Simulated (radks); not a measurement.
Problem. Neutral zinc, 30 electrons, occupied as [Ar] 3d10 4s1 5s1 (not the ground configuration). Method: scalar-relativistic Kohn-Sham, LDA (Slater exchange, Perdew-Wang correlation), spin-unpolarised, spherical densities, point nucleus; computed with a radial shooting solver on a logarithmic mesh with Libxc functionals. Some entries of the table are withheld. Estimate them.

orbital,occ.,eigenvalue (Ry),<1/r> (bohr^-1),r(max) (bohr)
1s,2,-699.1862,30.18,0.03296
2s,2,-85.38309,6.574,0.1896
2p,6,(1),6.457,(2)
3s,2,(3),2.087,0.5887
3p,6,-6.53779,1.934,0.5922
3d,10,-1.17983,1.519,0.5639
4s,1,-0.76597,0.5389,1.984
5s,1,-0.11930,0.1652,(4)

Solution. 
(1) 2p eigenvalue (Ry): -74.15953
(2) 2p r(max) (bohr): 0.1521
(3) 3s eigenvalue (Ry): -9.87115
(4) 5s r(max) (bohr): 6.820
